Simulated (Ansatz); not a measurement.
Abridged output of a molecular run in Ansatz:

```
Functional definition: HF
1328 factors; integrals over basis functions are off by at most 1.0e-3 eV
mean field evaluation 1: about -26189.7631 eV, gradient 2.9e1 eV
mean field evaluation 2: about -26189.7710 eV, gradient 2.9e1 eV
mean field evaluation 4: about -26193.3323 eV, gradient 3.0e0 eV
mean field evaluation 8: about -26193.4416 eV, gradient 2.0e-1 eV
mean field -26193.44237399 eV, -962.5912526913 hartree, gradient 4.1e-6 eV, S^2 0.754053; 0 other end points of the search recorded, 0 dependent functions left out
13 core orbitals not correlated: weight in the atoms' cores, before any rotation towards them, 1.000 or more for the frozen orbitals, at most 0.000 for the correlated occupied ones
reference -26193.44237399 eV, -962.5912526913 hartree; 16, 15 occupied and 190, 191 virtual orbitals, 1328 factors
second order -25.49186562 eV of doubles, -0.00000000 eV of singles
cycle   1  -25.72110302 eV  change   -2.3e-1 eV  update   1.1e-1
cycle   2  -26.26738457 eV  change   -5.5e-1 eV  update   3.1e-2
cycle   3  -26.40891798 eV  change   -1.4e-1 eV  update   1.8e-2
cycle   4  -26.39859586 eV  change    1.0e-2 eV  update   5.4e-3
cycle   5  -26.39534427 eV  change    3.3e-3 eV  update   2.8e-3
cycle   6  -26.39686757 eV  change   -1.5e-3 eV  update   1.1e-3
cycle   7  -26.39674844 eV  change    1.2e-4 eV  update   4.6e-4
cycle   8  -26.39679451 eV  change   -4.6e-5 eV  update   1.7e-4
cycle   9  -26.39686471 eV  change   -7.0e-5 eV  update   7.3e-5
cycle  10  -26.39682101 eV  change    4.4e-5 eV  update   3.2e-5
cycle  11  -26.39683547 eV  change   -1.4e-5 eV  update   1.5e-5
perturbative correction -0.97042275 eV, -0.0356623782 hartree
Total energy: -26220.80963220 eV, -963.5969808804 hartree
Checks for a lower state left out: cluster_reference
```

Its atoms:

```xyz
8

C     0.816    0.855   -0.290
O    -0.086   -0.157   -0.695
Si   -1.345   -0.738    0.145
F    -1.800   -2.052   -0.620
Cl   -0.768   -1.261    2.051
H     0.333    1.836   -0.301
H     1.642    0.861   -1.001
H     1.207    0.657    0.711
```

Problem. Which basis set was used?
A. def2-TZVPPD
B. def2-TZVPP
C. def2-SVPD
D. cc-pV(D+d)Z

Solution. B. It gives 219 functions.

Problem. Write the keys of the input that set method, charge and spin (a neutral closed shell needs none for the last two).

Solution. 
```yaml
magnetization: {spin_polarized: true, initial_magnetization: 1}
correlation: {method: ccsd_t}
scf: {omitted_lower_state_checks: [cluster_reference]}
```
